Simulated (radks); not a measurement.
Values are calculated unless marked as measured or tabulated.
Problem. Mean orbital radii <r> (bohr) of neutral oxygen, [He] 2s2 2p4, of relativity; Dirac values are averaged over j with weights 2j + 1. Spin-unpolarised spherical Kohn-Sham, LDA (Slater exchange, Perdew-Wang correlation), point nucleus unless stated (finite: rms radius 2.6991 fm), a radial shooting solver on a logarithmic mesh with Libxc functionals. A level marked "c x" has the speed of light scaled by that factor and shares open shells by 2j + 1; other Dirac levels either fill j = l - 1/2 first or share by 2j + 1.

shell  non-rel.
1s       0.2009
2s        1.148
2p        1.264

Give the values at the level "Dirac, c x 100".

Solution. 
shell  Dirac, c x 100  change of magnitude (%)
1s             0.2009                    0.00
2s              1.148                    0.00
2p              1.264                    0.00
